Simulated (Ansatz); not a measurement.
In(PH3)F3 (InPH₃F₃): single points at one geometry.

```yaml
crystal:
  periodic: [false, false, false]
  atoms:
    - {symbol: F, position_ang: [1.933813, -0.014350, -1.793492]}
    - {symbol: F, position_ang: [-0.954351, 1.702311, -1.776341]}
    - {symbol: F, position_ang: [-0.997905, -1.654642, -1.790819]}
    - {symbol: In, position_ang: [-0.004299, 0.010115, -1.515437]}
    - {symbol: P, position_ang: [0.004742, -0.006889, 1.220907]}
    - {symbol: H, position_ang: [0.707966, 1.023081, 1.892029]}
    - {symbol: H, position_ang: [0.551583, -1.137706, 1.875058]}
    - {symbol: H, position_ang: [-1.241568, 0.078070, 1.888095]}
basis:
  gaussian: {orbitals: def2-TZVP, initial_orbitals: start.molden}
correlation: {method: mp2}
scf: {omitted_lower_state_checks: [starts]}
output: {orbitals: {seedname: orbitals}}
```

The file start.molden holds the orbitals of an earlier run on this structure, at another level or in another basis.

```sh
$ ansatz run in.yaml --threads 2 --pin off --events-out ev --progress --plain --max-ram 4352MiB
```

It prints (some lines left out):

```
Functional definition: HF
1470 factors; integrals over basis functions are off by at most 9.3e-4 eV
mean field evaluation 1: about -22590.9716 eV, gradient 3.4e1 eV
mean field evaluation 2: about -22592.2091 eV, gradient 1.6e0 eV
mean field evaluation 4: about -22592.3336 eV, gradient 2.6e-2 eV
mean field evaluation 8: about -22592.3336 eV, gradient 2.8e-6 eV
mean field -22592.33361160 eV, -830.2529465927 hartree, gradient 6.6e-6 eV, S^2 0.000000; 0 other end points of the search recorded, 0 dependent functions left out
12 core orbitals not correlated: weight in the atoms' cores, before any rotation towards them, 1.000 or more for the frozen orbitals, at most 0.000 for the correlated occupied ones
reference -22592.33361160 eV, -830.2529465927 hartree; 21, 21 occupied and 165, 165 virtual orbitals, 1470 factors
second order -32.43636364 eV of doubles, -0.00000000 eV of singles
Total energy: -22624.76997525 eV, -831.4449609705 hartree
Checks for a lower state left out: starts
```

Hardware: 2 threads of Intel Xeon Platinum 8259CL on a shared host. Wall time 5.5 s.

First input, but with `gaussian: {orbitals: def2-SVP, initial_orbitals: start.molden}`, `hamiltonian: {xc: pbe0, dispersion: d4}` and without the key `correlation` (abridged; 2.3 s):

```
Functional definition: PBE0
mean field -22643.19120226 eV, -832.1219285768 hartree, gradient 1.8e-5 eV, S^2 0.000000
Total energy: -22643.32566092 eV, -832.1268698413 hartree
Checks for a lower state left out: starts
```

The first input with `hamiltonian: {xc: {name: LC-wPBE}}` and without the key `correlation` (abridged; 4 s):

```
Functional definition: LC-wPBE
mean field -22662.56775620 eV, -832.8340038003 hartree, gradient 1.5e-5 eV, S^2 0.000000
Total energy: -22662.56775621 eV, -832.8340038007 hartree
Checks for a lower state left out: starts
```

First input, but with `gaussian: {orbitals: def2-SVP, initial_orbitals: start.molden}`, `hamiltonian: {xc: pbe, dispersion: d4}` and without the key `correlation` (abridged; 1.4 s):

```
Functional definition: PBE
mean field -22642.40626461 eV, -832.0930826501 hartree, gradient 2.1e-5 eV, S^2 0.000000
Total energy: -22642.56204403 eV, -832.0988074382 hartree
Checks for a lower state left out: starts
```

Geometry: r2SCAN-D4/def2-SVP.

In the def2 sets In takes a core potential; there is no spin–orbit coupling. LC-ωPBE has ω = 0.4 bohr⁻¹. Correlated methods freeze 12 core orbitals; core or outer-core shells of In are correlated, in sets that lack core-valence functions.
